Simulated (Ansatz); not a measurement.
Steps of a relaxation of `N[Si]1(F)CS1` with RKS PBE-D4/def2-SVP.

```sh
$ ansatz run in.yaml --threads 4 --pin off --events-out ev --progress --plain --max-ram 10444MiB
```

```yaml
crystal:
  periodic: [false, false, false]
  atoms:
    - {symbol: N, position_ang: [0.353800, 0.663800, 1.506600]}
    - {symbol: Si, position_ang: [0.644500, 0.074800, -0.026200]}
    - {symbol: F, position_ang: [1.691100, -1.084200, 0.077400]}
    - {symbol: C, position_ang: [-0.456300, 0.063300, -1.359100]}
    - {symbol: S, position_ang: [-1.266000, -1.035900, -0.306600]}
    - {symbol: H, position_ang: [-0.619700, 0.373300, 1.739900]}
    - {symbol: H, position_ang: [0.961000, 0.258900, 2.158300]}
    - {symbol: H, position_ang: [-1.034000, 0.990500, -1.552800]}
    - {symbol: H, position_ang: [-0.185900, -0.350800, -2.254600]}
basis:
  gaussian: {orbitals: def2-SVP}
hamiltonian: {xc: pbe, dispersion: d4}
relax: {f_tol: 0.03, max_steps: 200}
```

Positions (Å) and forces (eV/Å) along the path, 14 of 14 steps:

```xyz
9
step=1 energy=-23998.1957 eV
N     0.354    0.664    1.507   -1.759    2.115    0.509
Si    0.644    0.075   -0.026   -1.161   -1.040    1.399
F     1.691   -1.084    0.077    2.861   -1.471   -0.269
C    -0.456    0.063   -1.359   -1.914    3.571   -1.474
S    -1.266   -1.036   -0.307   -1.643   -2.065    1.455
H    -0.620    0.373    1.740    0.634    0.445   -0.052
H     0.961    0.259    2.158    1.515   -0.651    1.730
H    -1.034    0.991   -1.553    0.201    0.276   -0.177
H    -0.186   -0.351   -2.255    1.265   -1.181   -3.120
9
step=2 energy=-23999.4984 eV
N     0.370    0.693    1.555   -0.429    0.504    0.035
Si    0.535   -0.073    0.038   -1.223   -1.981    0.783
F     1.810   -1.073    0.043    0.707    0.121   -0.186
C    -0.509    0.052   -1.406    0.063    2.283   -1.651
S    -1.386   -1.132   -0.408   -0.184   -0.906    1.226
H    -0.592    0.460    1.859    0.270    0.295    0.092
H     1.022    0.321    2.237    0.411   -0.008    0.470
H    -1.018    1.028   -1.578   -0.003   -0.078   -0.048
H    -0.143   -0.323   -2.356    0.389   -0.230   -0.721
9
step=3 energy=-24000.0255 eV
N     0.374    0.696    1.560   -0.024   -0.338   -0.131
Si    0.437   -0.231    0.096   -0.228   -1.002   -0.095
F     1.880   -1.046    0.013   -0.624    0.458    0.006
C    -0.513    0.081   -1.445    0.640    0.799   -0.432
S    -1.433   -1.184   -0.418    0.300   -0.217    0.338
H    -0.579    0.520    1.913    0.136    0.287    0.225
H     1.047    0.359    2.262   -0.012    0.190   -0.006
H    -1.019    1.057   -1.592   -0.117   -0.108    0.045
H    -0.107   -0.298   -2.405   -0.071   -0.069    0.050
9
step=4 energy=-24000.1778 eV
N     0.357    0.628    1.543   -0.162   -0.326    0.411
Si    0.395   -0.347    0.100   -0.408   -0.072    0.239
F     1.849   -1.113    0.041   -0.309    0.238   -0.018
C    -0.474    0.108   -1.467    0.242    0.168   -0.146
S    -1.395   -1.298   -0.536    0.244    0.019    0.159
H    -0.554    0.672    2.041    0.407    0.000   -0.488
H     1.083    0.470    2.262   -0.070    0.052   -0.434
H    -1.059    1.049   -1.533    0.031   -0.112    0.056
H    -0.114   -0.216   -2.468    0.025    0.033    0.222
9
step=5 energy=-24000.2160 eV
N     0.353    0.615    1.535   -0.079   -0.294    0.218
Si    0.336   -0.388    0.122    0.097    0.363    0.086
F     1.808   -1.102    0.037   -0.111    0.003    0.017
C    -0.472    0.110   -1.456    0.201    0.067   -0.033
S    -1.398   -1.342   -0.563   -0.023   -0.023   -0.041
H    -0.536    0.704    2.045    0.117    0.035   -0.174
H     1.116    0.492    2.214   -0.068    0.006   -0.250
H    -1.071    1.041   -1.509   -0.019   -0.118    0.007
H    -0.048   -0.178   -2.441   -0.115   -0.038    0.170
9
step=6 energy=-24000.2066 eV rejected
N     0.289    0.443    1.614    0.069    0.278    0.424
Si    0.307   -0.376    0.115   -0.051   -0.192    0.345
F     1.789   -1.069    0.033   -0.086    0.063    0.034
C    -0.453    0.123   -1.466   -0.170   -0.071   -0.076
S    -1.382   -1.378   -0.623    0.089    0.123   -0.011
H    -0.497    0.875    2.122    0.217   -0.334   -0.479
H     1.158    0.497    2.154   -0.067    0.001   -0.093
H    -1.097    1.015   -1.530   -0.075    0.089   -0.066
H    -0.025   -0.177   -2.436    0.076    0.043   -0.077
9
step=7 energy=-24000.2334 eV
N     0.345    0.574    1.564    0.153   -0.172   -0.261
Si    0.325   -0.367    0.124    0.069    0.113    0.117
F     1.794   -1.087    0.043   -0.052    0.019   -0.007
C    -0.461    0.122   -1.460   -0.034    0.025   -0.055
S    -1.390   -1.339   -0.581   -0.024   -0.047    0.024
H    -0.523    0.741    2.064   -0.249    0.062    0.111
H     1.136    0.475    2.201    0.087    0.004    0.033
H    -1.100    1.023   -1.538    0.059   -0.025   -0.007
H    -0.038   -0.188   -2.435   -0.008    0.022    0.044
9
step=8 energy=-24000.2367 eV
N     0.341    0.540    1.572   -0.086    0.046    0.105
Si    0.324   -0.368    0.126    0.014   -0.072   -0.093
F     1.792   -1.085    0.031   -0.003    0.002    0.006
C    -0.463    0.122   -1.458    0.012   -0.018    0.013
S    -1.391   -1.346   -0.582    0.009    0.032    0.013
H    -0.531    0.759    2.059    0.056   -0.010   -0.027
H     1.144    0.491    2.201    0.017    0.005   -0.003
H    -1.092    1.027   -1.535   -0.023    0.005   -0.015
H    -0.036   -0.187   -2.430    0.005    0.010    0.001
9
step=9 energy=-24000.2371 eV
N     0.335    0.522    1.579   -0.226    0.027   -0.039
Si    0.326   -0.373    0.125   -0.034   -0.059   -0.061
F     1.790   -1.094    0.031    0.017   -0.004   -0.011
C    -0.459    0.122   -1.459    0.029   -0.004   -0.001
S    -1.401   -1.333   -0.579    0.031    0.030    0.025
H    -0.539    0.727    2.068    0.070   -0.002   -0.005
H     1.152    0.539    2.184    0.130    0.005    0.095
H    -1.080    1.033   -1.535   -0.016    0.005   -0.010
H    -0.036   -0.189   -2.431   -0.001    0.002    0.006
9
step=10 energy=-24000.2372 eV
N     0.333    0.519    1.581   -0.220    0.032   -0.028
Si    0.327   -0.372    0.125   -0.035   -0.056   -0.079
F     1.791   -1.093    0.026    0.016   -0.005   -0.001
C    -0.459    0.122   -1.460    0.031    0.002    0.012
S    -1.403   -1.328   -0.575    0.022    0.019    0.015
H    -0.541    0.721    2.070    0.065   -0.004   -0.007
H     1.151    0.544    2.184    0.140    0.008    0.094
H    -1.076    1.035   -1.538   -0.016    0.003   -0.012
H    -0.036   -0.193   -2.431   -0.002    0.001    0.005
9
step=11 energy=-24000.1902 eV rejected
N     0.298    0.428    1.620    1.638    0.450    0.728
Si    0.330   -0.390    0.125   -0.232    0.017   -0.060
F     1.789   -1.112    0.000    0.053   -0.041    0.009
C    -0.443    0.121   -1.465    0.026    0.080    0.048
S    -1.448   -1.269   -0.555    0.098   -0.019   -0.028
H    -0.570    0.606    2.118   -0.031    0.053    0.099
H     1.186    0.728    2.130   -1.541   -0.479   -0.805
H    -1.024    1.058   -1.555    0.016   -0.029    0.001
H    -0.030   -0.218   -2.433   -0.026   -0.031    0.009
9
step=12 energy=-24000.2379 eV
N     0.324    0.506    1.590   -0.014   -0.007    0.009
Si    0.315   -0.377    0.128   -0.003    0.029    0.009
F     1.781   -1.096    0.028   -0.004   -0.003   -0.014
C    -0.455    0.124   -1.462    0.010    0.001   -0.013
S    -1.414   -1.319   -0.581    0.017   -0.022   -0.005
H    -0.535    0.700    2.103    0.002    0.002    0.004
H     1.168    0.577    2.160   -0.003    0.003    0.006
H    -1.082    1.029   -1.557    0.026    0.024    0.011
H    -0.014   -0.191   -2.426   -0.032   -0.026   -0.006
9
step=13 energy=-24000.2385 eV
N     0.321    0.503    1.594    0.054   -0.017   -0.014
Si    0.318   -0.374    0.127    0.012    0.012    0.021
F     1.783   -1.093    0.024   -0.002    0.002    0.000
C    -0.453    0.125   -1.464    0.006   -0.013   -0.031
S    -1.413   -1.314   -0.579   -0.019   -0.009    0.013
H    -0.538    0.689    2.109   -0.024    0.003    0.011
H     1.166    0.585    2.161   -0.033    0.002   -0.022
H    -1.069    1.037   -1.559    0.003    0.002    0.007
H    -0.027   -0.205   -2.430    0.002    0.017    0.014
9
step=14 energy=-24000.2387 eV
N     0.320    0.500    1.594    0.015   -0.009   -0.001
Si    0.318   -0.375    0.127    0.009    0.014    0.003
F     1.784   -1.093    0.021   -0.003   -0.001    0.006
C    -0.453    0.124   -1.465    0.012    0.000   -0.007
S    -1.416   -1.312   -0.575   -0.014   -0.008   -0.003
H    -0.539    0.684    2.110   -0.005   -0.002   -0.003
H     1.165    0.591    2.159   -0.007    0.005   -0.007
H    -1.066    1.039   -1.558   -0.001   -0.003    0.005
H    -0.026   -0.205   -2.430   -0.006    0.004    0.007
```

Run time 23 s (4 threads of an Intel Xeon Platinum 8259CL on a shared host); peak host memory 0.2 GiB.
